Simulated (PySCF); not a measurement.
## KBi⁺ at BLYP

Computed with BLYP; basis K def2-SVPD, Bi def2-SVPD with ECP60; scalar-relativistic core potentials; PySCF 2.14.

| Item | Value |
| --- | --- |
| state | ⁴Σ⁻ (quartet), unpaired electrons σ ↑, π ↑↑ |
| bond length | 3.973 Å |
| harmonic wavenumber | 53.8 cm⁻¹ |
| force constant | 0.0560 mdyn/Å |
| rotational constant Be | 0.03252 cm⁻¹ |
| anharmonicity ωexe | 0.408 cm⁻¹ |
| vibration–rotation constant αe | 0.000319 cm⁻¹ |
| bond order (Mayer) | 0.20 |
| dipole moment (positive dipole points towards Bi; it is taken about the centre of mass and depends on that origin) | -13.46 D |

Spin–orbit coupling is left out, which matters for elements this heavy, above all for dissociation energies. The state is the lowest determinant that a PBE0 search found; another state may lie lower at other levels.
